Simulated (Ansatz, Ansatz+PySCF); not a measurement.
**Stretching singlet CuH**

The Cu–H distance is varied.

Basis set: def2-SVP (spherical functions). Frozen core: 5 orbitals. Charge 0, multiplicity 1.

Computed with Ansatz (development build ahead of 0.2.0), each point on the determinant that the search for low states chose. Each curve is measured from its own lowest point listed.

```csv
r(Cu–H) (Å),RHF (eV)
1.195,1.184
1.317,0.437
1.358,0.285
1.442,0.089
1.471,0.049
1.594,0.000
```

(1) Give the RHF-MP2 curve at the same distances.

Answers

(1) r (Å), E (eV) and a bar:
```
    1.195      0.623 ##############################
    1.317      0.143 #######
    1.358      0.068 ###
    1.442      0.002
    1.471      0.000
    1.594      0.084 ####
```
